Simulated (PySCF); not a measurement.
## YbH2: from structure and modes to constants

Level of theory: PBE0/[Yb def2-TZVP with ECP28, H def2-TZVP], scalar-relativistic core potentials, density fitting, no spin–orbit coupling, PySCF.

The singlet minimum has C2v symmetry. Masses (u): Yb 173.93886, H 1.00782.

```xyz
3
charge 0 multiplicity 1, angstrom
Yb    0.0000    0.0000   -0.0103
H     1.8638    0.0000    0.8909
H    -1.8638    0.0000    0.8909
```

Harmonic wavenumbers (cm⁻¹): 331.9 (a1, ×1), 1246.5 (b2, ×1), 1301.4 (a1, ×1).

(1) Find the principal moments of inertia and the rotational constants. What kind of rotor is it?

(2) Give the standard entropy (298.15 K, 1 bar) by its translational, rotational, vibrational and spin parts, and Cp.

Results:

(1) About the centre of mass I = 1.6184, 7.0016, 8.6199 u Å². With B = 16.8576/I this gives 10.42, 2.408, 1.956 cm⁻¹. The molecule is an asymmetric top with κ = -0.89.

(2) Sackur–Tetrode with M = 175.95 u gives 173.3; rotation with symmetry number 2 gives 61.8; vibration 5.5; spin R ln 1 = 0.0. The total is 240.6 J/(mol K), and Cp = 4 R + 8.1 = 41.4 J/(mol K).

Stability towards spin polarisation was not tested. Other isomers or separated fragments may lie lower.
